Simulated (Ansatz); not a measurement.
```yaml
crystal:
  periodic: [false, false, false]
  atoms:
    - {symbol: C, position_ang: [-1.403176, -1.737383, 0.486274]}
    - {symbol: C, position_ang: [-0.477871, -0.659255, 0.212529]}
    - {symbol: C, position_ang: [0.290876, 0.242751, -0.020082]}
    - {symbol: Ge, position_ang: [1.492572, 1.643947, -0.377789]}
    - {symbol: Cl, position_ang: [0.618685, 2.920356, -1.880480]}
    - {symbol: H, position_ang: [-2.293930, -1.363725, 0.996772]}
    - {symbol: H, position_ang: [-0.938168, -2.494186, 1.122583]}
    - {symbol: H, position_ang: [-1.718848, -2.220517, -0.441461]}
    - {symbol: H, position_ang: [1.710525, 2.509921, 0.865662]}
    - {symbol: H, position_ang: [2.802237, 1.106991, -0.960909]}
basis:
  gaussian: {orbitals: ANO-RCC-VTZP}
hamiltonian: {xc: {name: TPSS}}
output: {forces: true}
```

```sh
$ ansatz run in.yaml --threads 4 --pin off --events-out ev --progress --plain --max-ram 10444MiB
```

How does Ansatz answer? (Estimate.)

Ansatz gave: The input was rejected before any iteration.
```
Error: YAML parse error: error: line 16 column 19: hamiltonian.xc: no functional is named "TPSS"; the names, which are not case-sensitive, are SVWN5, SPW92, PBE, PBE0, PBEsol, revPBE, revPBE0, RPBE, rPW86-PBE, HSE06, wPBEh, LC-wPBE, HISS, HF, BLYP, B3LYP, B3LYP5, BHLYP, CAM-B3LYP, r2SCAN, r2SCANh, r2SCAN0, r2SCAN50, m-r2SCAN, B97, wB97, wB97X, wB97X-V, B97M-V, wB97M-V, B2PLYP, B2GP-PLYP, PBE0-DH, PBE-QIDH
14 | basis:
15 |   gaussian: {orbitals: ANO-RCC-VTZP}
16 | hamiltonian: {xc: {name: TPSS}}
17 | output: {forces: true}
```

HSE06 is defined as in plane-wave codes.
